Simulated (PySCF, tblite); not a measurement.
Compound: C4H4Cl2O.
SMILES with atom numbers: `[CH3:1]/[C:2]([Cl:3])=[CH:4]/[C:5](=[O:6])[Cl:7]` (hydrogens: H8, H9, H10 on C1; H11 on C4)

The geometry is computed with GFN2-xTB (gas phase).

Problem. Give the optimised bond lengths and angles.

Solution. 
```
                bond  length (Å)
               C1–C2       1.487
              C2–Cl3       1.709
               C2=C4       1.345
               C4–C5       1.447
               C5=O6       1.189
              C5–Cl7       1.784
C1–H8, C1–H9, C1–H10       1.088
              C4–H11       1.078
```

Bonds in one row agree within 0.01 Å and their mean is given. A selection of angles:
```
    angle  degrees
 C2–C1–H8    109.9
 C2–C1–H9    110.9
 H8–C1–H9    109.4
H8–C1–H10    107.2
C1–C2–Cl3    114.7
 C1–C2–C4    123.6
Cl3–C2–C4    121.7
 C2–C4–C5    124.2
C2–C4–H11    119.2
C5–C4–H11    116.6
 C4–C5–O6    130.2
C4–C5–Cl7    110.6
O6–C5–Cl7    119.2
```

Torsions: C1–C2–C4–C5 180° (antiperiplanar); C2–C4–C5–O6 0° (synperiplanar).

The 7 heavy atoms lie in one plane (0.002 Å rms). The C–Cl distances run from 1.709 Å (C2–Cl3, drawn single) to 1.784 Å (C5–Cl7, drawn single), a spread of 0.075 Å. The 3 C–C bonds span 1.345 Å (C2=C4, drawn double) to 1.487 Å (C1–C2, drawn single), a spread of 0.142 Å. Of the pairs four or more bonds apart, Cl3···O6 is among the closest relative to their van der Waals radii: 2.88 Å, 88 % of the sum of Bondi's values.

Point group: Cs (every atom within 0.08 Å of its image). Its GFN2-xTB frequencies are all real (lowest 45 cm⁻¹). One conformer, not necessarily the lowest.
